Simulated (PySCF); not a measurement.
A structure optimised at r2SCAN-D4/def2-SVP, used in a PySCF frequency run:

```xyz
7

F      0.0000    -1.8854     0.0000
Te     0.0000     0.0000     0.0000
F      0.0000     0.0000    -1.8854
F      1.8854     0.0000     0.0000
F     -1.8854     0.0000     0.0000
F      0.0000     1.8854     0.0000
F      0.0000     0.0000     1.8854
```

Problem. Write its SMILES, formula and point group.

Solution. F[Te](F)(F)(F)(F)F, F₆Te, Oh

Problem. What are its rotational constants (standard atomic weights)?

Solution. 1.8708, 1.8708, 1.8708 GHz
